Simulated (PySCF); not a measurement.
Species: C₂H₅BO₂Si.
SMILES: `C#C[SiH2]B(O)O`

Torsions of this conformer, `[CH:1]#[C:2][SiH2:3][B:4]([OH:5])[OH:6]`: C2–Si3–B4–O5 120°, H–O5–B4–Si3 -179°, H–O6–B4–Si3 178°.

The closed-shell ground state was solved at several levels (PySCF, density fitting, gas phase, non-relativistic). One conformer (not necessarily the lowest) at the PBE0-D3(BJ)/def2-SVP geometry, without solvent, vibrations or thermal averaging.

| level | basis functions | HOMO (eV) | LUMO (eV) | gap (eV) | dipole (D) |
| --- | --- | --- | --- | --- | --- |
| PBE0/def2-TZVP | 222 | -7.67 | -0.34 | 7.33 | 3.44 |
| PBE0/cc-pVTZ | 254 | -7.63 | -0.27 | 7.36 | 3.44 |
| PBE0/STO-3G | 39 | -5.11 | 4.23 | 9.34 | 3.77 |
| PBE0/pcSseg-0 | 68 | -7.65 | -0.05 | 7.60 | 4.34 |
| PBE0/aug-cc-pVDZ | 187 | -7.67 | -0.72 | 6.95 | 3.32 |
| PBE0/6-311+G(2d,p) | 200 | -7.70 | -0.66 | 7.04 | 3.40 |
| PBE0/6-31G* | 98 | -7.34 | 0.12 | 7.46 | 3.74 |
| PBE0/6-31G | 68 | -7.39 | 0.14 | 7.53 | 4.09 |
| PBE0/cc-pVDZ | 113 | -7.47 | -0.01 | 7.46 | 3.64 |
| PBE0/def2-SVP | 113 | -7.53 | -0.09 | 7.44 | 3.78 |

**Question.** What might PBE0/IGLO-III (269 basis functions) give for the same quantities?

**Answer.** HOMO -7.69 eV, LUMO -0.39 eV, gap 7.30 eV, dipole 3.35 D.

**Question.** Over all these levels, which gives the widest orbital gap and which the narrowest?

**Answer.** PBE0/STO-3G has the widest, 9.34 eV, and PBE0/aug-cc-pVDZ the narrowest, 6.95 eV. From the narrowest to the widest the HOMO moves by +2.56 eV and the LUMO by +4.95 eV.

**Question.** How much does the basis alone move the frontier levels among the 11 PBE0 rows (the withheld one included)?

**Answer.** The HOMO by 2.59 eV and the LUMO by 4.95 eV. By rising basis size (HOMO, LUMO in eV): STO-3G -5.11, 4.23; pcSseg-0 -7.65, -0.05; 6-31G -7.39, 0.14; 6-31G* -7.34, 0.12; cc-pVDZ -7.47, -0.01; def2-SVP -7.53, -0.09; aug-cc-pVDZ -7.67, -0.72; 6-311+G(2d,p) -7.70, -0.66; def2-TZVP -7.67, -0.34; cc-pVTZ -7.63, -0.27; IGLO-III -7.69, -0.39.

**Question.** How far do the dipole and the HOMO energy spread over the levels?

**Answer.** The dipole runs from 3.32 to 4.34 D (mean 3.66 D) and the HOMO from -7.70 to -5.11 eV.
